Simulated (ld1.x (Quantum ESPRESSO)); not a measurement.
## oxygen: one change to a TM potential, before and after

```
Element                 : oxygen
Generator               : ld1.x (Quantum ESPRESSO) 7.5
Type                    : norm-conserving Troullier–Martins (Kleinman–Bylander form)
Functional              : PBE
Relativity              : scalar-relativistic
Frozen core             : [He]
Valence charge          : 6
Reference configuration : 2s1 2p5
Partial waves           : 2s (bound): rc 0.85 bohr; 2p (bound): rc 2.10 bohr; 3d channel at 0.25 Ry: rc 1.80 bohr
Local potential         : all-electron potential smoothed inside 1.45 bohr (lloc = -1)
Core correction         : Bessel-smoothed model core, default radius (core density twice the valence density)
```

Change: all radii but the core radius scaled by about 0.89 (s 0.76, p 1.86, d 1.60 bohr); local potential all-electron potential smoothed inside 1.28 bohr (lloc = -1).

Cutoffs: the cutoffs (Ry, on a coarse ladder) from which the occupation-weighted sum of valence levels, in a spherical-Bessel basis at the reference potential, stays within 10 and 1 mRy of its value at 400 Ry; they do not see the model core or the augmentation charge, which bear on the density cutoff. Errors are all-electron minus pseudo energies relative to the spin-unpolarised reference configuration.

Question: What does the change do?

Answer: The potential gets neither clearly harder nor softer (70 Ry and 160 Ry → 70 Ry and 180 Ry); of the 7 tests that both files solve, the error grows in 0 and shrinks in 7 by more than 15 % and 0.3 meV (median size 263.1 → 172.9 meV); neither file shows a bound ghost. Less of the atom is replaced, so other configurations are described better.

| quantity | base | changed |
| --- | --- | --- |
| cutoff, loose | 70 Ry | 70 Ry |
| cutoff, tight | 160 Ry | 180 Ry |
| loose cutoff by channel (10 mRy a level) | s 60 Ry, p 30 Ry | s 70 Ry, p 35 Ry |
| bound ghosts | none | none |
| error for 2s2 2p4, meV [ΔE -14.95 eV] | -23 | -3.7 |
| error for 2s2 2p3, meV [ΔE 1.48 eV] | +263 | +173 |
| error for 2s2 2p2, meV [ΔE 35.07 eV] | +1202 | +773 |
| error for 2s2 2p4.3, meV [ΔE -17.07 eV] | -55 | -24 |
| error for 2s0 2p6, meV [ΔE 14.99 eV] | -22 | -3.4 |
| error for 2s2 2p1, meV [ΔE 88.94 eV] | +3598 | +2379 |
| error for 2s2 2p0, meV [ΔE 165.84 eV] | +8580 | +5884 |
